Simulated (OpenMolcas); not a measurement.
Computed levels of 3s² 3p in ions with 13 electrons, in cm-1 above ²P°_1/2.

```json
{
  "Program": "OpenMolcas 26.06",
  "Method": "CASSCF",
  "Basis": "ANO-R2",
  "Scalar Hamiltonian": "X2C, finite nucleus",
  "Spin-orbit coupling": "state interaction with AMFI integrals over the reference wave functions, term energies averaged over their components"
}
```

Active space for each ion: 3 electrons in 8 orbitals (3s 3p 4s 4p).

```json
{"Level": "²P°_3/2", "P2+": "489", "S3+": "839", "Ar5+": "2051"}
```

**Question.** Estimate ²P°_3/2 for Cl4+ from its neighbours S3+ and Ar5+.

**Answer.** ²P°_3/2 is fine structure, which grows about as the fourth power of a screened charge, so the fourth roots are averaged: ((839^0.25 + 2051^0.25) / 2)^4 = 1345. The calculation gives 1348, so the estimate is off by -0.2 %.

The run also gave levels led by 3s² 4p, which use shells meant for correlation; these and all levels above them are left out (holds for P2+). Active for correlation alone: 4p 4s; no level in the range computed is led by a configuration that fills them, so any true level of that kind is missing (holds for S3+; Cl4+; Ar5+). Only configurations of the active space appear.

° marks odd parity.
